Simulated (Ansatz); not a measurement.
```yaml
crystal:
  periodic: [false, false, false]
  atoms:
    - {symbol: C, position_ang: [-1.704530, 0.900823, 1.176367]}
    - {symbol: In, position_ang: [-0.026372, -0.055913, 0.234184]}
    - {symbol: N, position_ang: [1.052046, -1.253799, 1.443392]}
    - {symbol: Ge, position_ang: [0.850427, 0.070905, -2.203623]}
    - {symbol: H, position_ang: [-1.611915, 1.985418, 1.100788]}
    - {symbol: H, position_ang: [-1.756335, 0.620559, 2.228945]}
    - {symbol: H, position_ang: [-2.631869, 0.604484, 0.683421]}
    - {symbol: H, position_ang: [0.848236, -1.412942, 2.416407]}
    - {symbol: H, position_ang: [1.864338, -1.772319, 1.153460]}
    - {symbol: H, position_ang: [2.086835, -0.821191, -2.426729]}
    - {symbol: H, position_ang: [-0.222052, -0.374982, -3.217475]}
    - {symbol: H, position_ang: [1.251201, 1.508946, -2.589128]}
basis:
  gaussian: {orbitals: LANL2DZ, final_grid: {core_spheres: 20, valence_spheres: 16, degree: 47}}
hamiltonian: {xc: {name: B97}}
accuracy: high
```

```sh
$ ansatz run in.yaml --threads 2 --pin off --events-out ev --progress --plain --max-ram 22528MiB --backend cpu
```

How does Ansatz answer? (Best estimate.)

The calculation gave: The program refused the input.
```
Error: <dir> can't be read: No such file or directory (os error 2)
```
